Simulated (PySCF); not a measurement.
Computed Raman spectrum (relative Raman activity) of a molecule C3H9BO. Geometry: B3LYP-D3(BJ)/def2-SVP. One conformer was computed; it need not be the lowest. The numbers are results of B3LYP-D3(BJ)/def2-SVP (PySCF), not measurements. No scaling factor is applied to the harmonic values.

Lines under 2 % of the strongest are left out, and lines within 2 cm⁻¹ are merged.

ν (cm⁻¹): 689 (w), 950 (w), 1064 (vw), 1251 (vw), 1391 (w), 1421 (w), 1436 (w), 1456 (w), 1480 (w), 1482 (w), 2990 (s), 3013 (s), 3021 (vs), 3055 (s), 3087 (m), 3093 (s), 3099 (s), 3835 (vs) (against the strongest line: vs over 80 %, s over 45 %, m over 15 %, w over 4 %, vw less)

Task: Identify the compound among the candidates.
(A) CCB(C)O
(B) CCCBO
(C) COB(C)C
(D) BOC(C)C

Result: A, CCB(C)O
